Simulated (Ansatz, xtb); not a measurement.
## C3H3BrO2: which of two isomers lies lower

We compare X, `C=C(Br)OC=O`, a singlet, with Y, `C=C(Br)C(=O)O`, a singlet. Both are isolated molecules in the gas phase, relaxed with r2SCAN-D4/def2-SVP; the shapes shown needn't be the lowest conformers.

X (Å):

```tsv
atom	x (Å)	y (Å)	z (Å)
C	-1.9220	-1.0964	0.2443
C	-1.8752	-2.3177	-0.2952
C	-2.1663	-1.8075	-2.6369
Br	-1.6329	-3.8776	0.7519
O	-1.9820	-2.6878	-1.6113
O	-2.2606	-0.6190	-2.5582
H	-1.8170	-0.9946	1.3246
H	-2.0625	-0.2169	-0.3821
H	-2.2128	-2.4072	-3.5688
```

Y (Å):

```xyz
9

C    -2.2243   -1.2651    0.3848
C    -1.4041   -1.7747   -0.5444
C    -1.8406   -2.1416   -1.9277
Br    0.4240   -2.0891   -0.1987
O    -1.1298   -2.6008   -2.7857
O    -3.1549   -1.8935   -2.1105
H    -3.2754   -1.1012    0.1363
H    -1.8687   -1.0092    1.3851
H    -3.3490   -2.1586   -3.0260
```

**Question.** Which of the two would you expect CCSD(T)/def2-SVP + ΔMP2/def2-TZVPP electronic energies to favour?

**Answer.** Structure Y; the calculation gives E(Y) − E(X) = −0.762 eV.

How the difference moves with the method:

```
                             level            geometry  E(Y) − E(X) (eV)  departure from the last row (eV)  job, with rough time for the two
                          GFN2-xTB            GFN2-xTB              −0.200                            +0.562              optimisation, 0.34 s
                         HF/STO-3G            GFN2-xTB              −0.196                            +0.566              single point, 0.69 s
      r2SCAN-D4/def2-SVP//GFN2-xTB            GFN2-xTB              −0.728                            +0.035               single point, 3.4 s
                r2SCAN-D4/def2-SVP  r2SCAN-D4/def2-SVP              −0.726                            +0.036                optimisation, 39 s
                       HF/def2-SVP  r2SCAN-D4/def2-SVP              −0.786                            −0.024           part of the CCSD(T) run
                      MP2/def2-SVP  r2SCAN-D4/def2-SVP              −0.780                            −0.018           part of the CCSD(T) run
                  CCSD(T)/def2-SVP  r2SCAN-D4/def2-SVP              −0.750                            +0.012                      single point
CCSD(T)/def2-SVP + ΔMP2/def2-TZVPP  r2SCAN-D4/def2-SVP              −0.762                                                  single point, 59 s
```

As drawn, Y has 1 C–C, 1 O–H in place of 1 C–O, 1 C–H.

None of the levels shown reverses the order. The largest departure from CCSD(T)/def2-SVP + ΔMP2/def2-TZVPP is that of HF/STO-3G, 0.566 eV. The last row adds to CCSD(T) the change of the MP2 difference between the two basis sets, here −0.012 eV.

With thermal terms from frequencies at re-optimised GFN2-xTB minima (ideal gas, soft modes damped towards free rotors, one conformer each, 298.15 K, 1 atm): the zero-point term adds +0.014 eV; ΔH is −0.749 and ΔG −0.747 eV.

The correlated steps freeze 14 core orbitals; the filled d shell of Br is correlated, in a basis made for valence electrons. Run with Ansatz 0.2.0, xtb 6.7.1; the last row on 2 threads of Intel(R) Xeon(R) Processor @ 2.70GHz on a shared host.
